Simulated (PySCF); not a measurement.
PySCF input file for B(H)2(OH) (BH3O), SMILES BO, ADC(2)/aug-cc-pVDZ. Coordinates come from a PBE0-D3(BJ)/def2-TZVP optimisation.

```python
import numpy as np
from pyscf import gto, scf, dft, adc

mol = gto.M(
    atom='''
    B    -0.03112769    0.71135931    0.00000000
    H     0.96533731    1.37282054    0.00000000
    H    -1.13028970    1.19736267    0.00000000
    O     0.12779739   -0.62696900    0.00000000
    H    -0.70178828   -1.11122780    0.00000000
    ''',
    basis='aug-cc-pVDZ',
    charge=0,
    spin=0,
    max_memory=1600,
    verbose=4,
)
mf = scf.RHF(mol)
mf.conv_tol = 1e-10
mf.max_cycle = 100
mf.kernel()
res = {}
for kind, nroots in (('ee', 6), ('ip', 6), ('ea', 2)):
    a = adc.ADC(mf).density_fit('aug-cc-pvdz-ri')
    a.method, a.method_type = 'adc(2)', kind
    e, v, p, x = a.kernel(nroots=nroots)
    res[kind] = (e * 27.211386245988, p)
a = adc.ADC(mf).density_fit('aug-cc-pvdz-ri')
a.method, a.method_type, a.ncvs = 'adc(2)-x', 'ip', 2
e, v, p, x = a.kernel(nroots=2)
res['core ip, CVS-ADC(2)-x'] = (e * 27.211386245988, p)
for kind, (e, p) in res.items():
    print(kind, 'energies / eV', np.round(e, 3), 'strengths', np.round(p, 4))
```

Output:

```
PySCF version 2.14.0

[INPUT] verbose = 4
[INPUT] num. atoms = 5
[INPUT] num. electrons = 16
[INPUT] charge = 0
[INPUT] spin (= nelec alpha-beta = 2S) = 0
[INPUT] symmetry False subgroup None
[INPUT] Mole.unit = angstrom
[INPUT] Symbol           X                Y                Z      unit          X                Y                Z       unit  Magmom
[INPUT]  1 B     -0.031127690000   0.711359310000   0.000000000000 AA   -0.058822808990   1.344274272060   0.000000000000 Bohr   0.0
[INPUT]  2 H      0.965337310000   1.372820540000   0.000000000000 AA    1.824223133724   2.594254838778   0.000000000000 Bohr   0.0
[INPUT]  3 H     -1.130289700000   1.197362670000   0.000000000000 AA   -2.135937974417   2.262687518078   0.000000000000 Bohr   0.0
[INPUT]  4 O      0.127797390000  -0.626969000000   0.000000000000 AA    0.241502066534  -1.184799698592   0.000000000000 Bohr   0.0
[INPUT]  5 H     -0.701788280000  -1.111227800000   0.000000000000 AA   -1.326187646630  -2.099916204003   0.000000000000 Bohr   0.0

nuclear repulsion = 30.4058926926509
number of shells = 31
number of NR pGTOs = 103
number of NR cGTOs = 73
basis = aug-cc-pVDZ
ecp = {}


[settings echo left out]
init E= -101.341369172226
  HOMO = -0.345970133329543  LUMO = 0.0185571272162868  gap/eV = 9.91929
cycle= 1 E= -101.292860748229  delta_E= 0.0485  |g|= 0.441  |ddm|= 2.06
  HOMO = -0.451532873216991  LUMO = 0.0325841022488467  gap/eV = 13.17349
cycle= 2 E= -101.327971977639  delta_E= -0.0351  |g|= 0.251  |ddm|=  0.6
  HOMO = -0.465961129566858  LUMO = 0.0342500292381409  gap/eV = 13.61144
cycle= 3 E= -101.339481199022  delta_E= -0.0115  |g|= 0.0415  |ddm|= 0.176
  HOMO = -0.461557101812936  LUMO = 0.0357047667504471  gap/eV = 13.53118
cycle= 4 E= -101.340008254531  delta_E= -0.000527  |g|= 0.00629  |ddm|= 0.0962
  HOMO = -0.462960074214801  LUMO = 0.0355532249155601  gap/eV = 13.56524
cycle= 5 E= -101.340026774395  delta_E= -1.85e-05  |g|= 0.00115  |ddm|= 0.0192
  HOMO = -0.463037161528547  LUMO = 0.0355518293264456  gap/eV = 13.56730
cycle= 6 E= -101.340027578189  delta_E= -8.04e-07  |g|= 0.000252  |ddm|= 0.00288
  HOMO = -0.463074983338418  LUMO = 0.0355591781008089  gap/eV = 13.56853
cycle= 7 E= -101.340027614501  delta_E= -3.63e-08  |g|= 6.68e-05  |ddm|= 0.00063
  HOMO = -0.463068077973964  LUMO = 0.0355595526022228  gap/eV = 13.56835
cycle= 8 E= -101.340027617307  delta_E= -2.81e-09  |g|= 1.64e-05  |ddm|= 0.000205
  HOMO = -0.463070101391301  LUMO = 0.0355598172938034  gap/eV = 13.56841
cycle= 9 E= -101.340027617512  delta_E= -2.04e-10  |g|= 3.72e-06  |ddm|= 4.9e-05
  HOMO = -0.463069635764693  LUMO = 0.0355596892485917  gap/eV = 13.56840
cycle= 10 E= -101.340027617521  delta_E= -9.83e-12  |g|= 8.05e-07  |ddm|= 1.13e-05
  HOMO = -0.463069687923333  LUMO = 0.0355596833147187  gap/eV = 13.56840
Extra cycle  E= -101.340027617522  delta_E= -1.05e-12  |g|= 3.65e-07  |ddm|= 1.26e-06
converged SCF energy = -101.340027617522

******** <class 'pyscf.adc.radc.RADC'> ********
******** ADC Orbital Information ********
Number of Frozen Occupied Orbitals: 0
Number of Frozen Virtual Orbitals: 0
Number of Active Occupied Orbitals: 8
Number of Active Virtual Orbitals: 65
*****************************************
******** <class 'pyscf.df.df.DF'> ********
auxbasis = aug-cc-pvdz-ri
Reference correlation energy (doubles): -0.29885506
MP2 correlation energy of reference state (a.u.) = -0.29885506

******** <class 'pyscf.adc.radc_ee.RADCEE'> ********
max_space = 12
max_cycle = 50
conv_tol = 1e-08

*************************************************************
        ADC calculation summary (singlet states only)
*************************************************************
adc(2) root 0  |  Energy (Eh) =   0.2502785658  |  Energy (eV) =   6.81042667  |  Osc. strength = 0.00000120  |  conv = True
adc(2) root 1  |  Energy (Eh) =   0.2944011138  |  Energy (eV) =   8.01106235  |  Osc. strength = 0.00102094  |  conv = True
adc(2) root 2  |  Energy (Eh) =   0.3234355932  |  Energy (eV) =   8.80113078  |  Osc. strength = 0.03836705  |  conv = True
adc(2) root 3  |  Energy (Eh) =   0.3273437298  |  Energy (eV) =   8.90747659  |  Osc. strength = 0.16070808  |  conv = True
adc(2) root 4  |  Energy (Eh) =   0.3349851791  |  Energy (eV) =   9.11541102  |  Osc. strength = 0.08899195  |  conv = True
adc(2) root 5  |  Energy (Eh) =   0.3454638325  |  Energy (eV) =   9.40054970  |  Osc. strength = 0.02264434  |  conv = True

******** <class 'pyscf.adc.radc.RADC'> ********
******** ADC Orbital Information ********
Number of Frozen Occupied Orbitals: 0
Number of Frozen Virtual Orbitals: 0
Number of Active Occupied Orbitals: 8
Number of Active Virtual Orbitals: 65
*****************************************
******** <class 'pyscf.df.df.DF'> ********
auxbasis = aug-cc-pvdz-ri
Reference correlation energy (doubles): -0.29885506
MP2 correlation energy of reference state (a.u.) = -0.29885506

******** <class 'pyscf.adc.radc_ip.RADCIP'> ********
max_space = 12
max_cycle = 50
conv_tol = 1e-08

*************************************************************
        ADC calculation summary (doublet states only)
*************************************************************
adc(2) root 0  |  Energy (Eh) =   0.4205984331  |  Energy (eV) =  11.44506632  |  Spec. factor = 1.82265451  |  conv = True
adc(2) root 1  |  Energy (Eh) =   0.4589108889  |  Energy (eV) =  12.48760135  |  Spec. factor = 1.75787341  |  conv = True
adc(2) root 2  |  Energy (Eh) =   0.5112564557  |  Energy (eV) =  13.91199677  |  Spec. factor = 1.80687772  |  conv = True
adc(2) root 3  |  Energy (Eh) =   0.5889969208  |  Energy (eV) =  16.02742258  |  Spec. factor = 1.82279935  |  conv = True
adc(2) root 4  |  Energy (Eh) =   0.6933120123  |  Energy (eV) =  18.86598080  |  Spec. factor = 1.77169208  |  conv = True
adc(2) root 5  |  Energy (Eh) =   0.9618042266  |  Energy (eV) =  26.17202608  |  Spec. factor = 0.00048245  |  conv = True

******** <class 'pyscf.adc.radc.RADC'> ********
******** ADC Orbital Information ********
Number of Frozen Occupied Orbitals: 0
Number of Frozen Virtual Orbitals: 0
Number of Active Occupied Orbitals: 8
Number of Active Virtual Orbitals: 65
*****************************************
******** <class 'pyscf.df.df.DF'> ********
auxbasis = aug-cc-pvdz-ri
Reference correlation energy (doubles): -0.29885506
MP2 correlation energy of reference state (a.u.) = -0.29885506

******** <class 'pyscf.adc.radc_ea.RADCEA'> ********
max_space = 12
max_cycle = 50
conv_tol = 1e-08

*************************************************************
        ADC calculation summary (doublet states only)
*************************************************************
adc(2) root 0  |  Energy (Eh) =   0.0288767268  |  Energy (eV) =   0.78577576  |  Spec. factor = 1.98460123  |  conv = True
adc(2) root 1  |  Energy (Eh) =   0.0479320763  |  Energy (eV) =   1.30429823  |  Spec. factor = 1.99329571  |  conv = True

******** <class 'pyscf.adc.radc.RADC'> ********
******** ADC Orbital Information ********
Number of Frozen Occupied Orbitals: 0
Number of Frozen Virtual Orbitals: 0
Number of Active Occupied Orbitals: 8
Number of Active Virtual Orbitals: 65
*****************************************
******** <class 'pyscf.df.df.DF'> ********
auxbasis = aug-cc-pvdz-ri
Reference correlation energy (doubles): -0.29885506
MP2 correlation energy of reference state (a.u.) = -0.29885506

******** <class 'pyscf.adc.radc_ip_cvs.RADCIPCVS'> ********
max_space = 12
max_cycle = 50
conv_tol = 1e-08

*************************************************************
        ADC calculation summary (doublet states only)
*************************************************************
adc(2)-x root 0  |  Energy (Eh) =   7.3105578884  |  Energy (eV) = 198.93041272  |  Spec. factor = 1.56553206  |  conv = True
adc(2)-x root 1  |  Energy (Eh) =   7.7244401181  |  Energy (eV) = 210.19272184  |  Spec. factor = 0.00615909  |  conv = True
ee energies / eV [6.81  8.011 8.801 8.907 9.115 9.401] strengths [0.     0.001  0.0384 0.1607 0.089  0.0226]
ip energies / eV [11.445 12.488 13.912 16.027 18.866 26.172] strengths [1.8227e+00 1.7579e+00 1.8069e+00 1.8228e+00 1.7717e+00 5.0000e-04]
ea energies / eV [0.786 1.304] strengths [1.9846 1.9933]
core ip, CVS-ADC(2)-x energies / eV [198.93  210.193] strengths [1.5655 0.0062]
```

The calculation finished and met its thresholds.
